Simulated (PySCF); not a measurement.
Spinor energies of Au⁴⁵⁺ (gold, charge +45)

Start: [Ar] 3d10 4s2 4p4; 4p1/2 filled at m_j = -1/2, +1/2; 4p3/2 filled at m_j = +1/2, +3/2. Calculated with PySCF 2.14 in an even-tempered Gaussian basis (16 s from 6 bohr⁻², ratio 2.8; 14 p from 7.8 bohr⁻², ratio 2.8; 8 d from 14 bohr⁻², ratio 2.8; 4 f from 35 bohr⁻², ratio 3): generalised Hartree-Fock with the X2C-1e Hamiltonian and a Gaussian nucleus; one run each with spin-orbit coupling (SO) switched off, then screened by Boettger's factors.

```csv
spinor shell,electrons,"ε, spin-free (eV)","ε, screened SO (eV)",weight of nominal j (screened SO),"rms radius, screened SO (bohr)"
1s1/2,2,-83447.3,-83412.5,1.000,0.0190
2s1/2,2,-16727.8,-16715.1,1.000,0.0768
2p1/2,2,-14780.9,-16104.2,1.000,0.0650
2p3/2,4,-14780.9,-14257.2,1.000,0.0730
3s1/2,2,-5640.1,-5634.5,1.000,0.194
3p1/2,2,-5061.2,-5367.2,1.000,0.185
3p3/2,4,-5061.2,-4935.0,1.000,0.200
3d3/2,4,-4454.6,-4506.4,1.000,0.175
3d5/2,6,-4454.6,-4413.6,1.000,0.178
4s1/2,2,-2621.1,-2619.1,1.000,0.408
4p1/2,2,-2417.3,-2510.5,0.999,0.399
4p3/2,2,-2417.3,-2377.7,1.000,0.420
```

| quantity | spin-free | screened SO |
| --- | --- | --- |
| E (hartree) | -17610.23221 | -17642.70242 |
| M_J | 2 | 2 |
| ⟨J²⟩ | 6.001 | 6.002 |
| ⟨L²⟩ | 2.001 | 3.321 |
| ⟨S²⟩ | 2.000 | 1.461 |

Each row is a mean over spinors that exchange with the open shell spreads, by up to 18.986 eV (4s1/2).

Breit and QED terms are absent; they matter most for the inner s and p1/2 levels.

Densities and radii are taken from the X2C orbitals without a picture-change correction, which distorts them close to the nucleus.

Without spin-orbit coupling the j labels of p, d and f shells carry no meaning; the spin-free column gives the mean over the occupied spinors of each nl shell.
